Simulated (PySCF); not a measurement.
C4H11NSi, SMILES C(=C\[Si@H](C)N)/C.

Geometry optimised at B3LYP-D3(BJ)/def2-SVP. The structure was generated by enumeration; whether it is a known compound was not checked. The values are those of a single conformer.

Computed with M06-2X/def2-TZVP run with PySCF.

Gas-phase values at a fixed geometry.

```yaml
total_energy: -503.28278 hartree
highest_occupied_level: -8.42 eV
lowest_empty_level: 0.89 eV
orbital_gap: 9.31 eV
dipole_moment: 1.52 D
quadrupole, principal values (traceless, Buckingham form, about the centre of nuclear charge): -3.96, -1.23, 5.19 D·Å
mean_static_polarisability: 83.0 bohr³ (12.30 Å³)
polarisability_principal_values: 67.8, 76.5, 104.8 bohr³
```
